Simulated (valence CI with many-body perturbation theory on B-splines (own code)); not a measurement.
**Re²⁺: electric-dipole lines**

Computed by relativistic CI+MBPT: five valence electrons over a frozen Dirac-Fock core [Xe] 4f14, radial functions for each j: 7 s, 7 p, 8 d, 6 f, 4 g, 1 h, with the one-electron correlation potential Σ1 (screened to all orders), the two-electron term Σ2, the three-electron term Σ3, Breit, model QED; selected single and double excitations, second order for the rest (own B-spline code, finite nucleus).

Set against measurement, 66 paired levels are off by 1080 cm⁻¹ on average, the worst by 1839. These come from a selection out of Brasseur, Gamrath and Quinet, At. Data Nucl. Data Tables 157, 101636 (2024). Levels without a partner in it may be off by more, other configurations by 1,000 to 8,000 cm⁻¹. Among the levels kept, up to 2800 cm⁻¹ of a level comes from second order outside the variational space, and about a tenth of that is noise between levels of different J, which matters for small intervals. 3 measured levels below the end of the list, from 41405 cm⁻¹ on, found no clear computed partner.

Lines 201 to 250 of 597 in falling wavelength, among levels below 102429 cm⁻¹, chosen from the strongest by gf and those to the six lowest levels. Wavelengths and rates use the calculated energies, so an error of 1000 cm⁻¹ moves a line at 180.2 nm by 1.8 % and its rate by three times that or more. Electric multipoles are in the length gauge, E1 and E2 with the static RPA response of the core. Weak lines are less certain than strong ones. Lines between different terms over intervals too small for the method are left out, as are lines whose strength nearly cancels. Where a level lies close to another of its J and parity, the split of strength between their lines is uncertain. The highest levels of a list are the least certain.

Names give the largest LS component (configuration and term), which can be under half, so a name can repeat, a term be missing and a line seem to break the LS rules; names also repeat where a configuration has a term twice. Letters in brackets count levels of one name in rising energy.

```tsv
λ vac (nm)	Upper	Lower	A (s⁻¹)	S (a.u.) with core polarisation	S without
180.2	5d4.6p 2G°_7/2 [b]	5d4.6s 2G_9/2 [a]	3.75e+07	8.67e-01	9.89e-01
180.0	5d4.6p 2P°_3/2	5d4.6s 4P_5/2 [a]	6.45e+07	7.43e-01	8.50e-01
180.0	5d4.6p 6F°_11/2	5d5 2G_9/2	2.21e+07	7.66e-01	8.81e-01
179.7	5d4.6p 4F°_9/2 [b]	5d4.6s 4H_11/2	4.10e+07	1.18e+00	1.34e+00
179.6	5d4.6p 4H°_9/2	5d5 2F_7/2 [a]	2.68e+07	7.67e-01	8.82e-01
179.3	5d4.6p 4G°_7/2 [b]	5d4.6s 4F_5/2 [b]	3.41e+07	7.76e-01	8.62e-01
179.0	5d4.6p 2G°_7/2 [b]	5d4.6s 4D_7/2 [a]	4.39e+07	9.95e-01	1.12e+00
178.6	5d4.6p 4F°_9/2 [a]	5d5 2F_7/2 [b]	4.73e+07	1.33e+00	1.50e+00
178.6	5d4.6p 4G°_9/2 [a]	5d4.6s 4F_7/2 [a]	6.99e+07	1.97e+00	2.21e+00
178.4	5d4.6p 4I°_11/2	5d4.6s 4H_11/2	4.52e+07	1.52e+00	1.74e+00
178.4	5d4.6p 6F°_7/2 [a]	5d5 4G_5/2 [b]	5.48e+06	1.23e-01	1.43e-01
178.2	5d4.6p 4G°_5/2 [c]	5d4.6s 4D_5/2 [a]	4.15e+07	6.95e-01	7.83e-01
177.5	5d4.6p 4D°_7/2 [c]	5d4.6s 4H_9/2	7.07e+07	1.56e+00	1.80e+00
177.4	5d4.6p 4P°_5/2 [b]	5d4.6s 4F_5/2 [b]	8.80e+07	1.45e+00	1.65e+00
176.9	5d4.6p 4D°_5/2 [e]	5d4.6s 4F_5/2 [a]	4.29e+07	7.03e-01	7.93e-01
176.5	5d4.6p 4P°_3/2 [a]	5d4.6s 6D_1/2	3.56e+07	3.87e-01	4.43e-01
176.5	5d4.6p 2H°_9/2 [a]	5d4.6s 4H_9/2	2.47e+07	6.70e-01	7.51e-01
176.0	5d4.6p 4G°_9/2 [a]	5d4.6s 4H_11/2	6.18e+07	1.66e+00	1.92e+00
175.8	5d4.6p 4I°_11/2	5d5 2H_9/2 [b]	4.73e+07	1.52e+00	1.75e+00
175.8	5d4.6p 4F°_5/2 [c]	5d4.6s 4G_5/2	8.52e+07	1.37e+00	1.55e+00
175.7	5d4.6p 4D°_7/2 [c]	5d4.6s 4H_7/2	4.27e+07	9.15e-01	1.04e+00
175.7	5d4.6p 4F°_9/2 [d]	5d4.6s 4F_7/2 [b]	1.34e+08	3.59e+00	4.08e+00
175.5	5d4.6p 4F°_9/2 [b]	5d5 2H_11/2	5.36e+07	1.43e+00	1.64e+00
175.4	5d4.6p 4F°_7/2 [b]	5d4.6s 4F_5/2 [a]	4.03e+07	8.59e-01	9.54e-01
175.3	5d4.6p 4F°_9/2 [c]	5d4.6s 4F_9/2 [a]	1.80e+08	4.79e+00	5.42e+00
175.1	5d4.6p 4F°_7/2 [c]	5d4.6s 4F_7/2 [b]	1.75e+08	3.71e+00	4.23e+00
175.0	5d4.6p 4F°_3/2 [c]	5d4.6s 4F_3/2 [a]	8.72e+07	9.23e-01	1.04e+00
174.8	5d4.6p 4D°_7/2 [d]	5d5 2F_5/2 [c]	3.39e+07	7.15e-01	8.03e-01
174.8	5d4.6p 2H°_9/2 [b]	5d4.6s 4F_7/2 [b]	2.98e+07	7.85e-01	9.02e-01
174.7	5d4.6p 2H°_9/2 [a]	5d4.6s 4H_7/2	9.77e+07	2.57e+00	2.93e+00
174.6	5d4.6p 4F°_5/2 [c]	5d4.6s 4D_3/2 [b]	7.21e+07	1.14e+00	1.27e+00
174.2	5d4.6p 4I°_11/2	5d5 2H_11/2	3.27e+07	1.02e+00	1.17e+00
174.1	5d4.6p 2G°_7/2 [a]	5d5 2F_5/2 [a]	3.17e+07	6.60e-01	7.67e-01
173.8	5d4.6p 4I°_13/2	5d4.6s 4H_11/2	1.35e+08	4.91e+00	5.57e+00
173.8	5d4.6p 4P°_3/2 [a]	5d5 4G_5/2 [a]	2.38e+07	2.47e-01	2.87e-01
173.7	5d4.6p 4H°_13/2 [b]	5d4.6s 4H_13/2	1.88e+08	6.82e+00	7.78e+00
173.1	5d3.6s.6p 6F°_5/2 [b]	5d4.6s 4F_5/2 [b]	4.30e+07	6.60e-01	7.43e-01
173.0	5d3.6s.6p 6G°_7/2 [b]	5d4.6s 4F_7/2 [a]	5.71e+07	1.17e+00	1.32e+00
172.9	5d3.6s.6p 6G°_7/2 [a]	5d4.6s 4F_5/2 [a]	4.36e+07	8.89e-01	1.01e+00
172.8	5d4.6p 4G°_9/2 [b]	5d4.6s 4F_7/2 [a]	4.01e+07	1.02e+00	1.17e+00
172.7	5d4.6p 4G°_11/2 [b]	5d4.6s 2G_9/2 [a]	3.79e+08	1.16e+01	1.32e+01
172.6	5d4.6p 2I°_11/2 [b]	5d4.6s 4F_9/2 [a]	9.25e+07	2.82e+00	3.19e+00
172.1	5d4.6p 2G°_9/2	5d4.6s 4F_9/2 [a]	3.75e+07	9.43e-01	1.07e+00
171.9	5d4.6p 4H°_11/2 [b]	5d4.6s 4H_11/2	1.24e+08	3.73e+00	4.25e+00
171.7	5d4.6p 4D°_5/2 [e]	5d4.6s 4D_3/2 [a]	7.53e+07	1.13e+00	1.26e+00
171.6	5d4.6p 4I°_15/2	5d4.6s 4H_13/2	7.22e+08	2.88e+01	3.27e+01
171.5	5d4.6p 2I°_11/2 [a]	5d4.6s 4H_9/2	6.02e+07	1.80e+00	2.01e+00
171.1	5d4.6p 4F°_9/2 [b]	5d4.6s 4H_9/2	1.59e+08	3.94e+00	4.47e+00
170.1	5d4.6p 4H°_13/2 [b]	5d4.6s 4H_11/2	2.50e+08	8.49e+00	9.65e+00
170.1	5d4.6p 4G°_7/2 [a]	5d4.6s 4H_9/2	5.01e+07	9.72e-01	1.10e+00
```
